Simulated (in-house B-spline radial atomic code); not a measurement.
Settings and results of a run for neutral gallium (an excited or competing configuration). Computed with a B-spline radial code for spherical atoms: Dirac-Hartree-Fock, average of configuration, Fermi nucleus of rms radius 3.9973 fm.

Command:
```bash
python run_scf.py task.json out
```
Settings (nuclear radius in fm, mass in u):
```
Z                31
configuration    1s2 2s2 2p6 3s2 3p6 3d10 4s2 8s1
hamiltonian      dirac
method           hf
spin_polarised   False
nucleus          fermi
rms_radius       3.9973
atomic_mass      68.92557
speed_of_light   137.035999084
```

Output (hartree, bohr):
```
 radial grid: 95 intervals, B-splines of order 8, outer radius 245.7 bohr

 iter        energy (Eh)    residual
    1      -1941.8689942    4.37e-01
    2      -1942.2808969    6.05e-02
    3      -1942.3807541    1.47e-02
    4      -1942.3814906    6.56e-03
    5      -1942.3816832    6.51e-04
    6      -1942.3816877    7.76e-05
    7      -1942.3816880    5.07e-05
    8      -1942.3816881    5.11e-06
    9      -1942.3816881    4.51e-07
   10      -1942.3816881    6.36e-08

 total energy                    -1942.381688
 kinetic                           1981.96991
 electron-nucleus                 -4682.87837
 electron-electron                  758.52678

 first-order corrections (not in the total)
   Gaunt                            0.93875
   retardation                     -0.08667
   frequency dependence            -0.00321
   self-energy                      0.62818
   Uehling                         -0.05890
   Wichmann-Kroll                   0.00050
   recoil                           0.01150

 orbital      occ     eigenvalue          <r>       <r^2>       <1/r>       <r^4>     <1/r^2>       r_max    small
 1s1/2      2.000     -384.18699    0.0485759  0.00317544      31.307 2.60118e-05     2023.12     0.03179  1.26e-02
 2s1/2      2.000      -49.57436     0.216702     0.05546      6.9153  0.00535729     204.758       0.182  2.44e-03
 2p1/2      2.000      -43.71084      0.18822   0.0435104     6.84106    0.003845     66.0473      0.1446  2.40e-03
 2p3/2      4.000      -42.68213     0.191661   0.0449883     6.66917  0.00408521     60.8324      0.1475  2.36e-03
 3s1/2      2.000       -6.85276     0.650206    0.487447     2.18617    0.383193      31.013      0.5643  5.39e-04
 3p1/2      2.000       -4.88953     0.673026     0.53343     2.04896    0.497162     9.57716      0.5637  4.87e-04
 3p3/2      4.000       -4.74736     0.683037    0.549334      2.0097    0.527476     8.84247      0.5717  4.76e-04
 3d3/2      4.000       -1.44724     0.786668     0.79285     1.66805     1.53766     3.75194      0.5384  3.49e-04
 3d5/2      6.000       -1.42754      0.79261    0.805227      1.6559     1.58819     3.69453      0.5416  3.45e-04
 4s1/2      2.000       -0.66792      2.31071     6.13008    0.554125     61.5942     2.11738       1.915  4.71e-05
 8s1/2      1.000       -0.01800      41.7704     1947.79   0.0326969 4.98312e+06   0.0122125       44.71  6.03e-07
```

Cost of the run: 4.2 s on 1 thread of x86-64 server CPU, on a shared host.

For the Dirac Hamiltonian the kinetic term is c α·p + (β - 1)c².
